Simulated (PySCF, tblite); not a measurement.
A set of runs on `C(C)([AsH]CC#N)C`; the geometry of each is named by its level. Settings lines and outputs come from a driver script.

Species: C5H10AsN.
Numbering: `[CH3:1][CH:2]([CH3:3])[AsH:4][CH2:5][C:6]#[N:7]` (hydrogens: H8, H9, H10 on C1; H11 on C2; H12, H13, H14 on C3; H15 on As4; H16, H17 on C5)

Step 1: GFN2-xTB geometry optimisation, gas phase (tblite 0.8.0) (from a force-field or distance-geometry start)
```json
{"job": {"kind": "relax", "xc": "GFN2-xTB", "basis": "xTB"}, "charge": 0, "multiplicity": 1}
```
```
step      E/eV     max force
  0    -571.43792    4.011
  1    -571.36820   11.877
  2    -571.82668    1.339
...
109    -572.56691    0.012
110    -572.56693    0.016
111    -572.56695    0.025
112    -572.56697    0.019
113    -572.56698    0.006
```

Energy lowered by 26.0 kcal/mol over 113 steps; largest atomic force 0.006 eV/Å at the end. «max force» is the largest atomic force in eV/Å.

Hardware: one thread, Arm Neoverse V1 (aarch64), shared host with 32 logical CPUs at a one-minute load of 26. Cost: 0.72 s wall.

Step 2: GFN2-xTB harmonic vibrations, gas phase (tblite 0.8.0) (on the GFN2-xTB geometry)
```json
{"job": {"kind": "ir", "xc": "GFN2-xTB", "basis": "xTB"}, "charge": 0, "multiplicity": 1}
```
```
(table of modes left out)
```

45 modes from 38 to 3008 cm⁻¹ (unscaled, harmonic); zero-point energy 84.3 kcal/mol; all wavenumbers are real at this level.

Hardware: one thread of an Arm Neoverse V1, shared host with 32 logical CPUs at a one-minute load of 26. Cost: 0.56 s of wall time.

Step 3: TDDFT wB97X-D/def2-SVPD, vertical, gas phase, core orbitals frozen in the response (PySCF 2.14.0, density-fitted response routines) (on the GFN2-xTB geometry)
```json
{"job": {"kind": "uv", "xc": "wB97X-D", "basis": "def2-SVPD", "nstates": 8, "ntriplets": 3}, "charge": 0, "multiplicity": 1}
```
```
...
Static polarisability (au): isotropic 96.671, principal 77.313 87.457 125.244
Singlet excitations
state   eV       nm        f      main configurations
  1   6.2865    197.2   0.09299   H->L 0.91
  2   6.5421    189.5   0.07505   H->L+1 0.85
  3   7.0675    175.4   0.05736   H->L+2 0.76, H->L+4 0.10
  4   7.4297    166.9   0.06237   H-1->L+1 0.26, H-1->L 0.14, H-1->L+3 0.09
  5   7.5636    163.9   0.06583   H-1->L 0.63, H->L+3 0.09
  6   7.8091    158.8   0.01950   H-1->L+1 0.47
  7   7.8714    157.5   0.02903   H->L+3 0.29, H-2->L 0.13, H-2->L+2 0.11
  8   7.9834    155.3   0.10756   H->L+4 0.49, H->L+5 0.08
Triplet excitations (Tamm-Dancoff, eV): 5.3172 5.5334 6.3347
```

HOMO -9.32 eV, LUMO 1.44 eV; lowest singlet 6.29 eV; lowest triplet 5.32 eV (Tamm–Dancoff); mean polarisability 96.7 au.

The run took 80 s on one thread of an Arm Neoverse V1, on a shared host, and the process peaked at 1.0 GiB of memory.

Geometry of the electronic-property runs (GFN2-xTB):
```
atom  x, y, z in Å
C1    -1.8064    1.3642    0.1999
C2    -0.7913    0.2440    0.0050
C3    -1.4416   -1.1172    0.2202
As4    0.7385    0.4958    1.2872
C5     2.0078   -0.7525    0.3547
C6     3.3470   -0.3237    0.6050
N7     4.4068    0.0554    0.8141
H8    -2.2123    1.3346    1.2115
H9    -1.3386    2.3379    0.0472
H10   -2.6324    1.2643   -0.5039
H11   -0.4012    0.2957   -1.0194
H12   -0.7269   -1.9239    0.0485
H13   -2.2811   -1.2585   -0.4601
H14   -1.8146   -1.1999    1.2419
H15    1.2534    1.7107    0.5607
H16    1.8155   -0.7512   -0.7217
H17    1.8705   -1.7637    0.7487
```

 (This holds for the electronic-property runs.)

One conformer stands for the species.

The pairwise dispersion term of wB97X-D wasn't added to the energies; at a given geometry it leaves orbitals and properties as they are.
